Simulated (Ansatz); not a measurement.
`Cl[SiH2]S[Si](Cl)(Cl)Cl`, relaxed with RKS PBE0-D4/def2-TZVP in Ansatz from a GFN2-xTB geometry. The force threshold is 0.005 eV/Å; the program also tests the step.

The species carries charge 0 and has multiplicity 1.

Start:

```xyz
9

Cl    0.061    1.516    2.089
Si   -0.425   -0.381    1.703
S     0.768   -1.181    0.069
Si    0.440    0.147   -1.590
Cl   -1.533    0.537   -1.808
Cl    1.407    1.895   -1.313
Cl    1.142   -0.779   -3.224
H    -1.815   -0.478    1.295
H    -0.044   -1.276    2.779
```

How much energy does the relaxation release, and in how many steps? (An estimate is asked.)

Computed: 10.03 kJ/mol, in 10 steps, 1 of them rejected.

Which bonds change most? (An estimate is asked.)

Computed: Cl1–Si2 from 1.997 to 2.044 Å; S3–Si4 from 2.150 to 2.111 Å; Si2–S3 from 2.176 to 2.138 Å; Si2–H9 from 1.450 to 1.478 Å.

Give the relaxed structure. (An estimate is asked.)

The calculation gave: 
```xyz
9

Cl   -0.090    1.547    2.051
Si   -0.415   -0.423    1.615
S     0.886   -1.151    0.081
Si    0.467    0.155   -1.523
Cl   -1.504    0.638   -1.629
Cl    1.531    1.876   -1.397
Cl    1.014   -0.818   -3.217
H    -1.830   -0.576    1.230
H    -0.059   -1.247    2.789
```
